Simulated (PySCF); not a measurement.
# A small calculation by hand: oscillator strength and radiative lifetime

Zn(Me)(OSiH3) (CH6OSiZn), SMILES [CH3][Zn][O][SiH3].

Coordinates come from a PBE-D3(BJ)/def2-SVP optimisation. The structure was generated by enumeration; whether it is a known compound was not checked. One conformer was computed; it need not be the lowest.

TDDFT-PBE/def2-SVPD (PySCF 2.14.0) puts the first singlet state with f over 0.02 at 6.25 eV (vertical), with the transition dipole (0.006, 0.011, -0.375) in atomic units.

### Question
Find the oscillator strength, the wavelength and the radiative lifetime that this transition would have in vacuum if emission retraced absorption.

### Answer

|μ|² = 0.1408 au, so |μ| = 0.95 D. ΔE = 6.25/27.211 = 0.2297 hartree. f = (2/3) ΔE |μ|² = 0.022 (the program prints 0.022).
λ = 1239.84/6.25 = 198 nm; ν = 50410 cm⁻¹.
Einstein's coefficient A = 0.6670 ν² f s⁻¹ (ν in cm⁻¹) = 3.7e7 s⁻¹, so τ = 1/A = 27 ns. This state is S6; the lower singlets have f = 0.004, 0.020, 0.003, 0.011, 0.002. The figure is the radiative limit of this one transition; relaxation, internal conversion, crossing to triplets and a medium change what is measured.
